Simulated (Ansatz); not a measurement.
## Reading a saddle point

A first-order saddle point of BH₂Cl₃, singlet, PBE0-D4/def2-TZVP, with one imaginary mode of 882i cm⁻¹:

```xyz
6
angstrom
B -0.2252 -0.1755 -0.2288
H 0.5668 0.7253 -0.7052
Cl 0.2588 -1.7664 -0.8019
Cl -1.8925 0.3761 -0.3276
H 0.7923 0.7197 0.3426
Cl 0.4996 0.1207 1.7209
```

Program: Ansatz 0.2.0. Basis: def2-TZVPP and def2-QZVPP. Cores are frozen in the correlated methods. Extrapolation: Hartree–Fock as exp(−7.88 √X), correlation as X^−2.97.

Task: Which contacts change along the imaginary mode, and what lies on either side? (Judge from chemistry; the calculation decides.)

Result: The calculation gives: The step is BHCl₂ ([Cl][BH][Cl]) + HCl → BCl₃ ([Cl][B]([Cl])[Cl]) + H₂, with the molecules in contact on both sides. Shortening one way: B1–Cl6, H2–H5; lengthening the same way: B1–H2, H5–Cl6.
```json
{"pair": "B1–Cl6", "one side (Å)": "3.35", "saddle (Å)": "2.10", "other side (Å)": "1.74"}
{"pair": "H2–H5", "one side (Å)": "3.25", "saddle (Å)": "1.07", "other side (Å)": "0.75"}
{"pair": "B1–H2", "one side (Å)": "1.19", "saddle (Å)": "1.29", "other side (Å)": "3.26"}
{"pair": "H5–Cl6", "one side (Å)": "1.28", "saddle (Å)": "1.53", "other side (Å)": "3.46"}
```

Task: Which side is lower, and how far does the saddle lie above each? (To be estimated.)

Result: Computed: The side with B1–Cl6, H2–H5 short is lower by 0.508 eV; the saddle lies 1.695 eV above it and 1.187 eV above the other (CCSD(T) at an estimated basis limit (MP2 extrapolated from triple and quadruple zeta, plus CCSD(T) − MP2 in triple zeta); electronic energies).

The T1 diagnostic stays at or below 0.012. The start structure is not quite a true minimum (one mode of 59i cm⁻¹).

Labels in which every atom is bracketed show which atoms are joined, not bond orders.

For scale, one of the runs: CCSD(T)/def2-TZVPP, 185 basis functions, launched by `ansatz run in.yaml --threads 2 --pin off --events-out ev --progress --plain --max-ram 4352MiB`. Hardware: 2 CPU threads of an Arm Neoverse V2, shared host. Wall time 43 s; peak host memory 1.7 GiB.
